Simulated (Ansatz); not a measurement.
Consider the atomization: `C#C[SeH]` → 2 C• + 2 H• + Se•.

Calculated with Ansatz (gas phase, PBE0-D4/def2-TZVP geometries, no zero-point term in ΔE). CCSD(T)/CBS adds triple-zeta CCSD(T) − MP2 to the extrapolated MP2 energy (def2 sets, frozen cores). This one scheme is used for every species, atoms too. DFT in def2-TZVPP. Open shells (•) are unrestricted, without spin–orbit coupling. Spin–orbit coupling would lower the free atoms: a little for C; clearly for Se. For Se outer-core shells are correlated without core-valence functions, so the limit isn't a true one: a few kJ/mol of doubt a bond, and 10 to 20 or more in all where bonds break to atoms. Scalar relativity is left out up to krypton. One conformer a species, not always the lowest.

```tsv
species	BLYP-D4 energy (Eh)
`C#C[SeH]`	-2478.93089
C•	-37.84656
H•	-0.49755
Se•	-2401.52869
```

(1) Work out ΔE.

Largest T1 diagnostic among the species: 0.011.

Results:

(1) ΔE = 2 × (-37.84656) + 2 × (-0.49755) + (-2401.52869) − (-2478.93089) = 0.71398 Eh = +448.0 kcal/mol. CCSD(T)/CBS gives +444.8 kcal/mol.

Leaving LDA and LC-ωPBE aside and taking each functional with its dispersion term where it has one, the values, not all of them listed here, spread over 38.8 kcal/mol, from BHLYP-D4 to PBE-D4. LDA lies +61.5 kcal/mol from PBE without D4, its usual overbinding. From PBE to PBE0 (25 % exact exchange), in def2-TZVPP and without D4, ΔE moves by −14.3 kcal/mol: exact exchange takes away binding that semilocal exchange gives to molecules. At CCSD(T), def2-SVP lies −26.1 kcal/mol from the extrapolated value and def2-TZVPP −12.9 kcal/mol: correlation converges slowly with the basis, and small sets miss more of it in the bonded molecule than in its fragments.

For atomizations the MP2-based limit and the directly extrapolated one differ by several kJ/mol either way, and by 10 to 25 for some Ge, Se and Sn compounds, so smaller differences from it don't rank the levels.
